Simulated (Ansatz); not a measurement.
# Abstraction of Br: CHBrI2 + C2HF2 → CHI2 + C2HBrF2

Species: CHBrI2 (bromodiiodomethane) `BrC(I)I`, singlet; C2HF2 `F/[C]=C\F`, doublet; CHI2 `I[CH]I`, doublet; C2HBrF2 `F/C=C(\F)Br`, singlet. A radical takes Br: the energy is the difference in strength between two C–Br bonds in different surroundings.

Shapes, held fixed at every level: PBE0-D4/def2-TZVP. Programs: Ansatz 0.2.0. Electronic energies: no zero-point or thermal term.

**Question.** Estimate ΔE of this reaction.

**Answer.** B2PLYP/def2-TZVPP gives ΔE = -95.2 kJ/mol; the levels span -97.8 to -84.1. The median of the levels is -95.3. No measured value is set beside it here. Spin contamination: C2HF2 (⟨S²⟩ up to 0.94), CHI2 (⟨S²⟩ up to 0.78). Open shells run unrestricted. For atoms past krypton def2 sets carry core potentials with scalar relativity. Relativity is left out for Br. Outer-core shells of Br, I are correlated, in sets that cover them unevenly. Times are processor times on shared x86 and Arm servers, and rough.

| level | kind | ΔE (kJ/mol) | CPU time (sum over the molecules) |
| --- | --- | --- | --- |
| HF/def2-TZVPP | Hartree–Fock | -84.1 | – |
| r2SCAN-D4/def2-TZVPP | meta-GGA | -97.8 | 91 s |
| B3LYP-D4/def2-TZVPP | global hybrid | -93.4 | 71 s |
| PBE0-D4/def2-TZVPP | global hybrid | -96.1 | 53 s |
| wB97M-V/def2-TZVPP | range-separated hybrid | -95.3 | 3.3 min |
| wB97X-V/def2-TZVPP | range-separated hybrid | -96.9 | 2.3 min |
| B2PLYP/def2-TZVPP | double hybrid | -95.2 | 1.7 min |
